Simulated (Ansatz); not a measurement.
Start from `B[S][Al]([F])[F]` and change one atom or group to get `N#[C][Al]([F])[F]`.

Ansatz, PBE0-D4/def2-TZVP geometries, multiplicity 1. Each molecule was computed in one conformer, which needn't be the lowest.

```json
{"property": "LUMO energy (PBE/def2-TZVPP) / eV", "`B[S][Al]([F])[F]`": "-3.28"}
{"property": "HOMO energy (B3LYP/def2-TZVPP) / eV", "`B[S][Al]([F])[F]`": "-8.92"}
{"property": "LUMO energy (PBE0/def2-TZVPP) / eV", "`B[S][Al]([F])[F]`": "-2.36"}
{"property": "HOMO energy (PBE/def2-TZVPP) / eV", "`B[S][Al]([F])[F]`": "-7.87"}
{"property": "LUMO energy (B3LYP/def2-TZVPP) / eV", "`B[S][Al]([F])[F]`": "-2.52"}
{"property": "ideal-gas entropy at 298 K and 1 bar (rigid rotor, harmonic PBE0-D4/def2-TZVP) / J/(mol·K)", "`B[S][Al]([F])[F]`": "335"}
```

What does the change do to each property? (An estimate is asked.)

The calculation gave: 
```
                                                                                  property  `N#[C][Al]([F])[F]`  shift
                                                         LUMO energy (PBE/def2-TZVPP) / eV                -2.89   0.39
                                                       HOMO energy (B3LYP/def2-TZVPP) / eV               -10.24  -1.32
                                                        LUMO energy (PBE0/def2-TZVPP) / eV                -2.03   0.33
                                                         HOMO energy (PBE/def2-TZVPP) / eV                -8.98  -1.11
                                                       LUMO energy (B3LYP/def2-TZVPP) / eV                -2.30   0.22
ideal-gas entropy at 298 K and 1 bar (rigid rotor, harmonic PBE0-D4/def2-TZVP) / J/(mol·K)                  316    -19
```

With PBE0 the HOMO falls by 1.38 eV and the LUMO rises by 0.33 eV, so the gap widens by about 1.71 eV. PBE moves the HOMO by -1.11 eV and ωB97M-V by -1.60 eV. The zero-point energy changes by -41.1 kJ/mol with -6 modes.

B3LYP here is the variant with VWN-RPA as its local correlation; programs differ in this.
